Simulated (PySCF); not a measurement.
BeO, SMILES [Be]=[O]. Geometry: B3LYP-D3(BJ)/def2-TZVPD.

Method: B3LYP-D3(BJ)/def2-TZVPD in PySCF 2.14.0.

Harmonic wavenumbers (cm⁻¹): 1536. Rotational constants (GHz): 50.03 (linear); symmetry number 1.

Task: Work out the zero-point energy and the ideal-gas rigid-rotor harmonic-oscillator thermochemistry at 298.15 K and 1 atm.

Result: ZPE = ½ Σ hcν = ½ × 1536 cm⁻¹ = 2.20 kcal/mol. H − E(el) = 4.27 kcal/mol. Entropy in cal/(mol K): translation 35.59, rotation 11.57, vibration 0.01, total 47.17. G − E(el) = -9.79 kcal/mol. Cp = 7.02 cal/(mol K).
